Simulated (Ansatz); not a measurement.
Gas-phase electronic energies from Ansatz, PBE0-D4/def2-TZVP geometries. CBS: MP2 limit from def2 TZ/QZ plus the TZ coupled-cluster correction, frozen cores. This one scheme is used for every species. DFT in def2-TZVPP. B3LYP here is the variant with VWN-RPA as its local correlation; programs differ in this. For Ge outer-core shells are correlated without core-valence functions, which leaves a few kJ/mol of doubt a bond. Scalar relativity is left out up to krypton. Each species was taken in one conformer, which may not be the lowest.

Reaction (formal exchange of groups at the Si–O bond): `[NH2][GeH2][SiH](N)O` + CH₄ → `C[SiH](N)[GeH2][NH2]` + H₂O

Task: Is it downhill or uphill in electronic energy at CCSD(T)/CBS, and by how much? (Best estimate.)

Result: The calculation gave: Uphill: ΔE = +1.08 eV.

Task: What do these levels give: PBE0-D4, B3LYP-D4, r2SCAN, HF/def2-TZVPP, SCS-MP2/def2-TZVPP, CCSD/def2-TZVPP? (Estimate.)

Result: Computed: PBE0-D4 1.04, B3LYP-D4 1.15, r2SCAN 1.14, HF/def2-TZVPP 1.31, SCS-MP2/def2-TZVPP 1.15, CCSD/def2-TZVPP 1.12 eV.

Largest T1 diagnostic among the species: 0.011.

In def2-TZVPP, CCSD(T) changes the Hartree–Fock value by −0.21 eV (the triples alone add −0.02 eV) and MP2 by −0.20 eV. The D4 term adds −0.06 eV with B3LYP and −0.03 eV with PBE0; it sums over pairs of atoms, weighted by their polarisabilities, and B3LYP, whose exchange is more repulsive, gets the larger term.
